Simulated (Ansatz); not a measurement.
```yaml
crystal:
  periodic: [false, false, false]
  atoms:
    - {symbol: N, position_ang: [0.046887, 1.316074, 1.824798]}
    - {symbol: Si, position_ang: [-0.505157, -0.024666, 0.952706]}
    - {symbol: Cl, position_ang: [0.437401, -1.807608, 1.428553]}
    - {symbol: O, position_ang: [-0.221108, 0.235534, -0.620873]}
    - {symbol: Si, position_ang: [0.270774, -0.514427, -1.997928]}
    - {symbol: H, position_ang: [0.960765, 1.703324, 1.651482]}
    - {symbol: H, position_ang: [-0.235021, 1.444416, 2.783094]}
    - {symbol: H, position_ang: [-1.933755, -0.236123, 1.248317]}
    - {symbol: H, position_ang: [0.008225, 0.414998, -3.122585]}
    - {symbol: H, position_ang: [1.722657, -0.813475, -1.925404]}
    - {symbol: H, position_ang: [-0.486268, -1.775044, -2.201459]}
basis:
  gaussian: {orbitals: def2-SVPD, final_grid: {core_spheres: 1, valence_spheres: 1, degree: 3}}
hamiltonian: {xc: {name: PBE}}
output: {forces: true}
```

```sh
$ ansatz run in.yaml --threads 2 --pin off --events-out ev --progress --plain --max-ram 22528MiB --backend cpu
```

Shortened log:

```
Functional definition: PBE
1476 factors; their error is unknown
mean field evaluation 1: about -31875.5431 eV, gradient 8.3e1 eV
mean field evaluation 2: about -31818.5729 eV, gradient 1.8e2 eV
mean field evaluation 4: about -31887.8195 eV, gradient 1.7e1 eV
mean field evaluation 8: about -31859.9474 eV, gradient 1.1e2 eV
mean field evaluation 16: about -31955.2309 eV, gradient 2.7e1 eV
a density is far from that of the atoms, so the factors are made again for it
1868 factors; integrals over basis functions are off by at most 5.2e-5 eV
mean field evaluation 32: about -31643.5753 eV, gradient 1.4e2 eV
mean field -31987.47123655 eV, -1175.5178860565 hartree, gradient 1.8e-5 eV, S^2 0.000000; 0 other end points of the search recorded, 0 dependent functions left out
reference -31987.47126927 eV, -1175.5178872590 hartree; 33, 33 occupied and 133, 133 virtual orbitals, 1868 factors
Total energy: -31987.47126927 eV, -1175.5178872590 hartree
Atom 0 at     0.046887     1.316074     1.824798 Å, force   -11.605128    -7.637456     3.780395 eV/Å
Atom 1 at    -0.505157    -0.024666     0.952706 Å, force    55.633849    43.993343   -22.353709 eV/Å
Atom 2 at     0.437401    -1.807608     1.428553 Å, force    -6.674764     3.024362   -20.567263 eV/Å
Atom 3 at    -0.221108     0.235534    -0.620873 Å, force   -22.320211   -39.175669    59.408503 eV/Å
Atom 4 at     0.270774    -0.514427    -1.997928 Å, force     0.697704    14.921314    -1.059351 eV/Å
Atom 5 at     0.960765     1.703324     1.651482 Å, force   -25.361950    -8.230110    12.127315 eV/Å
Atom 6 at    -0.235021     1.444416     2.783094 Å, force    12.414456     3.750946   -25.128430 eV/Å
Atom 7 at    -1.933755    -0.236123     1.248317 Å, force    -2.220330    -2.088263    -7.840373 eV/Å
Atom 8 at     0.008225     0.414998    -3.122585 Å, force     3.011403     9.423174    -6.651072 eV/Å
Atom 9 at     1.722657    -0.813475    -1.925404 Å, force     2.923441    -9.075756     2.823192 eV/Å
Atom 10 at    -0.486268    -1.775044    -2.201459 Å, force    -6.498469    -8.905884     5.460793 eV/Å
Dipole moment:     0.709534    -2.877862    -0.810873 e Å
```

Q: What is wrong with this run?

A: The integration grid is far too coarse. The calculation finished and met its thresholds. The result belongs to that input, not to the molecule as meant.
